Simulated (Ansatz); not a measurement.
Z-matrix (Å, degrees):
```
C
C 1 1.525
C 1 1.543 2 104.4
F 1 1.375 2 109.6 3 -116.9
H 1 1.092 2 114.8 3 121.3
C 2 1.501 1 103.8 3 17.9
H 2 1.093 1 109.9 3 139.4
H 2 1.095 1 111.6 3 -101.8
F 3 1.348 1 112.3 2 -142.9
F 3 1.369 1 108.8 2 99.8
C 3 1.491 1 105.0 2 -18.8
H 6 1.083 2 122.4 1 170.4
H 11 1.081 3 122.2 1 -169.6
```

The species carries charge 0 and has multiplicity 1.

(1) List the PBE/def2-TZVPP orbital energies in eV (the Gaussian-basis code of Ansatz). (Estimate.)

Results:

(1) Ansatz gave: Occupied: -660.34, -660.27, -659.97, -273.27, -271.42, -269.78, -269.64, -269.41, -31.53, -30.21, -29.84, -21.73, -18.37, -17.90, -15.24, -14.58, -13.83, -13.73, -12.69, -11.82, -11.76, -11.04, -10.41, -10.16, -9.88, -9.55, -9.27, -9.04, -8.19, -7.50, -7.03. Lowest empty: -1.61, 0.46, 0.62, 1.45, 1.80, 1.99, 2.14, 2.36.
